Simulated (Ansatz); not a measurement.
Consider the substitution at a C–B bond: `C=COBC` + `F[Si](S)(Cl)Cl` → `CS[Si](F)(Cl)Cl` + `BOC=C`.

Program: Ansatz. Geometries: PBE0-D4/def2-TZVP. ΔE: electronic, gas phase. CCSD(T)/CBS is the MP2 limit (def2-TZVPP, def2-QZVPP) plus CCSD(T) − MP2 in def2-TZVPP, frozen cores. This one scheme is used for every species. Functionals use def2-TZVPP. One conformer a species, not always the lowest.

```json
{"species": "`C=COBC`", "ωB97M-V energy (Eh)": "-218.60445"}
{"species": "`F[Si](S)(Cl)Cl`", "ωB97M-V energy (Eh)": "-1708.73627"}
{"species": "`CS[Si](F)(Cl)Cl`", "ωB97M-V energy (Eh)": "-1748.03868"}
{"species": "`BOC=C`", "ωB97M-V energy (Eh)": "-179.28274"}
```

Q: Work out ΔE.

A: ΔE = (-1748.03868) + (-179.28274) − (-218.60445) − (-1708.73627) = 0.01930 Eh = +0.53 eV. CCSD(T)/CBS gives +0.50 eV.

Largest T1 diagnostic among the species: 0.014.

In def2-TZVPP, CCSD(T) changes the Hartree–Fock value by +0.05 eV (the triples alone add −0.01 eV) and MP2 by +0.03 eV.
